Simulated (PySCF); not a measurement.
A structure optimised at B3LYP-D3(BJ)/def2-TZVP, used in a PySCF frequency run:

```
C
H 1 1.0864
H 1 1.0864 2 113.24
C 1 1.4869 2 117.14 3 -141.09
H 4 1.0881 1 113.72 2 -174.02
H 4 1.0881 5 110.46 1 -129.27
H 4 1.1034 5 106.63 6 -115.48
Cd 1 2.3096 2 96.65 3 100.19
```
Charge +1, spin multiplicity 1.

Task: Write its SMILES, formula and point group.

Result: C[CH2][Cd+], C2H5Cd, Cs

Task: What are its rotational constants (standard atomic weights)?

Result: 29.496, 2.7749, 2.6224 GHz
